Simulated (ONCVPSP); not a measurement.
## molybdenum: one change to an ONCV potential, before and after

ONCVPSP 4.0.1 input, shortened (lines: element, Z, core and valence counts, functional; n l f; lmax; l rc ep ncon nbas qcut; lloc lpopt rc5 dvloc0; l nproj debl; icmod fcfact rcfact), PBE, fully relativistic:

```
  Mo 42.00    6    4        4      upf
    1    0    2.00
    2    0    2.00
    2    1    6.00
    3    0    2.00
    3    1    6.00
    3    2   10.00
    4    0    2.00
    4    1    6.00
    4    2    5.00
    5    0    0.75
    2
    0    1.40    0.00    4    8    6.80
    1    2.05    0.00    3    7    6.30
    2    2.15    0.00    4    9    8.30
    4    4    1.20    0.00
    0    3    2.40
    1    1    2.10
    2    2    3.80
    1    0.55    0.00
```

Open shells are filled in proportion to 2j + 1.

All-electron outer shells of the reference configuration (PBE, scalar-relativistic, ld1.x):

| shell | level (eV) | outermost node (bohr) | outermost maximum (bohr) |
| --- | --- | --- | --- |
| 3d | -222.52 | – | 0.32 |
| 4s | -65.91 | 0.51 | 0.99 |
| 4p | -40.06 | 0.52 | 1.08 |
| 5s | -5.45 | 1.34 | 2.89 |
| 4d | -5.31 | 0.53 | 1.38 |

Change: all radii but the core radius scaled by about 1.03 (s 1.44, p 2.12, d 2.22 bohr); local potential polynomial inside 1.24 bohr (lpopt 4, dvloc0 0 Ha).

Cutoffs: the cutoffs (Ha) at which the residual kinetic energy of the hardest occupied pseudo-wave falls to 1 and 0.1 mHa per electron; they do not see the model core or the augmentation charge, which bear on the density cutoff. Errors are all-electron minus pseudo energies relative to the spin-unpolarised reference configuration.

Question: How do hardness, ghosts and transferability respond?

Answer: The potential gets softer (21 Ha and 66 Ha → 21 Ha and 48 Ha); a bound ghost appears in d, which as a rule spoils a file; of the 4 tests that both files solve, the error grows in 1 and shrinks in 0 by more than 15 % and 0.3 meV (median size 0.1 → 0.2 meV). A larger radius leaves more room for a smooth pseudo-wave, so fewer plane waves are needed.

| quantity | base | changed |
| --- | --- | --- |
| cutoff, loose | 21 Ha | 21 Ha |
| cutoff, tight | 66 Ha | 48 Ha |
| loose cutoff by channel | s 21 Ha, p 13 Ha, d 19 Ha | s 21 Ha, p 13 Ha, d 19 Ha |
| bound ghosts | none | d5/2 |
| GHOST(+) flags under 300 eV | none | none |
| error for 4s2 4p6 4d5 5s1, meV [ΔE -1.19 eV] | 0.0 | 0.0 |
| error for 4s2 4p6 4d5 5s0, meV [ΔE 5.70 eV] | -0.1 | -0.1 |
| error for 4s2 4p6 4d4 5s0, meV [ΔE 21.16 eV] | +1.1 | +1.6 |
| error for 4s2 4p6 4d5.5 5s0.5, meV [ΔE -0.91 eV] | -0.1 | -0.3 |
| rms error of d²Exc/dni dnj with the model core, mHa | 3.86 | 3.81 |

 A true bound ghost makes a file unfit for plane-wave use even where its test errors are small: the radial tests pick states by their node count and pass the ghost by.
